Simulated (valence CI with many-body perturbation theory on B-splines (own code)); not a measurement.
## Ho35+: electric-dipole lines

Computed by configuration interaction combined with many-body perturbation theory (CI+MBPT): four valence electrons over a frozen Dirac-Fock core [Ar] 3d10, a basis of 11 s, 11 p, 9 d, 7 f, 5 g, 2 h, 1 i functions for each j, with the one-electron correlation potential Σ1 (screened to all orders), the two-electron term Σ2, the three-electron term Σ3, Breit, model QED; selected single and double excitations, second order for the rest (own B-spline code, finite nucleus).

The last digits are not significant, and no measured levels were compared; by estimate large intervals hold to a few tenths of a per cent, small ones and those within an open d or f shell to about a per cent.

Lines 201 to 239 of 239 in falling wavelength, among levels below 362.69 eV, chosen from the strongest by gf and those to the six lowest levels. Wavelengths and rates use the calculated energies. Electric multipoles are in the length gauge, E1 and E2 with the static RPA response of the core. Weak lines are less certain than strong ones. Lines between different terms over intervals too small for the method are left out, as are lines whose strength nearly cancels. Where a level lies close to another of its J and parity, the split of strength between their lines is uncertain. The highest levels of a list are the least certain.

Levels are named by their leading jj configuration (3d3/2^4 stands for four electrons in 3d with j = 3/2), which in mixed levels can hold well under half, so a name can repeat and another be missing. Letters in brackets count levels of one name in rising energy.

```tsv
λ vac (nm)	Upper	Lower	A (s⁻¹)	S (a.u.)
6.373	(4s 4p1/2 4p3/2 4d3/2) J=2 [c]	(4s 4p1/2^2 4p3/2) J=2	5.43e+11	3.47e-01
6.363	(4s^2 4p3/2 4d3/2) J=2	(4s^2 4p1/2 4p3/2) J=1	3.45e+11	2.19e-01
6.349	(4s 4p1/2 4p3/2 4d3/2) J=1 [b]	(4s 4p1/2^2 4p3/2) J=2	5.11e+11	1.94e-01
6.307	(4s^2 4p3/2 4d3/2) J=0	(4s^2 4p1/2 4p3/2) J=1	6.63e+11	8.21e-02
6.300	(4s 4p1/2 4p3/2 4d3/2) J=0 [b]	(4s 4p1/2^2 4p3/2) J=1	5.18e+11	6.39e-02
6.299	(4s 4p1/2 4p3/2 4d3/2) J=1 [c]	(4s 4p1/2^2 4p3/2) J=2	1.80e+10	6.66e-03
6.198	(4s 4p1/2 4p3/2 4d5/2) J=3 [a]	(4s 4p1/2^2 4p3/2) J=2	7.99e+10	6.57e-02
6.179	(4s 4p1/2 4p3/2^2) J=1 [a]	(4s^2 4p1/2^2) J=0	1.60e+11	5.60e-02
6.177	(4s 4p1/2 4p3/2 4d5/2) J=2 [b]	(4s 4p1/2^2 4p3/2) J=2	1.11e+10	6.48e-03
6.057	(4s 4p1/2 4p3/2 4d3/2) J=2 [d]	(4s 4p1/2^2 4p3/2) J=2	2.88e+09	1.58e-03
6.055	(4s 4p1/2 4p3/2 4d3/2) J=1 [d]	(4s 4p1/2^2 4p3/2) J=2	3.22e+09	1.06e-03
6.042	(4s 4p1/2 4p3/2 4d5/2) J=3 [b]	(4s 4p1/2^2 4p3/2) J=2	2.55e+10	1.94e-02
6.041	(4s 4p1/2 4p3/2 4d5/2) J=2 [c]	(4s 4p1/2^2 4p3/2) J=1	3.02e+10	1.64e-02
6.035	(4s 4p1/2 4p3/2^2) J=1 [b]	(4s^2 4p1/2^2) J=0	1.36e+11	4.43e-02
6.011	(4s 4p1/2 4p3/2 4d5/2) J=0	(4s 4p1/2^2 4p3/2) J=1	1.60e+11	1.71e-02
6.011	(4s 4p3/2^3) J=1	(4s^2 4p1/2 4p3/2) J=2	2.27e+10	7.31e-03
5.967	(4s 4p1/2 4p3/2 4d5/2) J=3 [c]	(4s 4p1/2^2 4p3/2) J=2	1.43e+11	1.05e-01
5.950	(4s^2 4p3/2 4d5/2) J=2	(4s^2 4p1/2 4p3/2) J=2	3.64e+09	1.89e-03
5.929	(4p1/2 4p3/2^3) J=2	(4s 4p1/2^2 4p3/2) J=1	1.19e+11	6.11e-02
5.906	(4s 4p3/2^3) J=1	(4s^2 4p1/2 4p3/2) J=1	2.20e+10	6.72e-03
5.875	(4s^2 4p3/2 4d5/2) J=3	(4s^2 4p1/2 4p3/2) J=2	4.18e+10	2.93e-02
5.858	(4p1/2 4p3/2^3) J=1	(4s 4p1/2^2 4p3/2) J=1	1.21e+11	3.60e-02
5.847	(4s^2 4p3/2 4d5/2) J=2	(4s^2 4p1/2 4p3/2) J=1	1.22e+10	6.03e-03
5.839	(4s 4p1/2 4p3/2 4d5/2) J=1 [b]	(4s 4p1/2^2 4p3/2) J=2	4.19e+09	1.23e-03
5.797	(4s 4p1/2 4p3/2 4d5/2) J=3 [d]	(4s 4p1/2^2 4p3/2) J=2	4.18e+09	2.81e-03
5.764	(4s^2 4p1/2 4f5/2) J=2	(4s 4p1/2^2 4p3/2) J=1	2.99e+10	1.41e-02
5.698	(4s^2 4p3/2 4d5/2) J=1	(4s^2 4p1/2 4p3/2) J=2	5.38e+08	1.47e-04
5.695	(4s 4p1/2 4p3/2 4d5/2) J=1 [c]	(4s 4p1/2^2 4p3/2) J=2	1.45e+08	3.97e-05
5.692	(4s 4p1/2 4p3/2 4d5/2) J=2 [c]	(4s 4p1/2^2 4p3/2) J=2	1.04e+09	4.73e-04
5.662	(4s 4p1/2 4p3/2 4d5/2) J=2 [d]	(4s 4p1/2^2 4p3/2) J=2	1.05e+10	4.71e-03
5.604	(4s^2 4p3/2 4d5/2) J=1	(4s^2 4p1/2 4p3/2) J=1	1.67e+10	4.35e-03
5.592	(4p1/2 4p3/2^3) J=2	(4s 4p1/2^2 4p3/2) J=2	1.16e+10	5.03e-03
5.589	(4s^2 4p1/2 4f5/2) J=3	(4s 4p1/2^2 4p3/2) J=2	3.51e+08	2.11e-04
5.528	(4p1/2 4p3/2^3) J=1	(4s 4p1/2^2 4p3/2) J=2	1.12e+10	2.81e-03
5.452	(4s^2 4p1/2 4f7/2) J=3	(4s 4p1/2^2 4p3/2) J=2	2.27e+10	1.27e-02
5.444	(4s^2 4p1/2 4f5/2) J=2	(4s 4p1/2^2 4p3/2) J=2	1.17e+10	4.67e-03
5.027	(4s^2 4p3/2 4d3/2) J=1	(4s^2 4p1/2^2) J=0	5.72e+06	1.08e-06
4.730	(4s 4p3/2^3) J=1	(4s^2 4p1/2^2) J=0	5.33e+08	8.36e-05
4.534	(4s^2 4p3/2 4d5/2) J=1	(4s^2 4p1/2^2) J=0	1.60e+09	2.20e-04
```
